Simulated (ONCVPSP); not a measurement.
Cutoff test, Lu, ONCV

* Element: lutetium
* Generator: ONCVPSP 4.0.1
* Type: optimised norm-conserving Vanderbilt (ONCV)
* Functional: PBE
* Relativity: scalar-relativistic
* Frozen core: [Kr] 4d10
* Valence charge: 25
* Reference configuration: 4f14 5s2 5p6 5d1 6s2
* Partial waves: 5s+6s: rc 1.65 bohr, ncon 5, nbas 9, qcut 5.5 1/bohr, 3 projectors, debl 0.8 Ha; 5p: rc 1.70 bohr, ncon 4, nbas 7, qcut 7.4 1/bohr, 2 projectors, debl 0.4 Ha; 5d: rc 2.55 bohr, ncon 4, nbas 9, qcut 5.1 1/bohr, 3 projectors, debl 0.9 Ha; 4f: rc 1.00 bohr, ncon 3, nbas 8, qcut 16.3 1/bohr, 2 projectors, debl 3 Ha
* Local potential: polynomial inside 0.80 bohr (lpopt 5, dvloc0 0 Ha)
* Core correction: Teter function, fcfact 4.5, rcfact 1.75

In the p channel the program set the typed energies aside and used -1.164, 0.250 Ha.

Task: For each optimised wave give the share of its norm inside rc, the residual kinetic energy above qcut (Ha) and the cutoffs (Ha) for errors of 10, 1, 0.1 and 0.01 mHa per electron.

Result:

```tsv
wave	norm inside rc	residual KE	10 mHa	1 mHa	0.1 mHa	0.01 mHa
5s	0.885	3.4e-03	12.9	41.5	80.3	91.0
6s	0.038	7.3e-04	9.2	14.5	29.6	76.0
s projector 3	0.048	1.4e-03	10.9	15.9	31.6	62.4
5p	0.764	9.9e-06	12.8	19.6	23.8	27.8
p projector 2	0.085	8.4e-06	6.6	18.1	23.2	27.3
5d	0.496	6.6e-06	6.8	9.2	11.0	12.9
d projector 2	0.117	1.7e-05	7.2	9.7	11.6	14.4
d projector 3	0.205	9.1e-05	8.8	11.1	13.2	18.3
4f	0.812	3.4e-05	104.1	116.7	127.0	317.5
f projector 2	0.040	1.9e-05	94.7	111.8	124.2	153.0
```

The occupied waves need 117 Ha and 127 Ha for 1 and 0.1 mHa. Note: ghosts flagged at negative energy: s at -116.0 eV, d at -32.9 eV; GHOST(+) flagged for p at 30.9 eV. A true bound ghost makes a file unfit for plane-wave use. 2 of 4 tests not solved or not reliable.
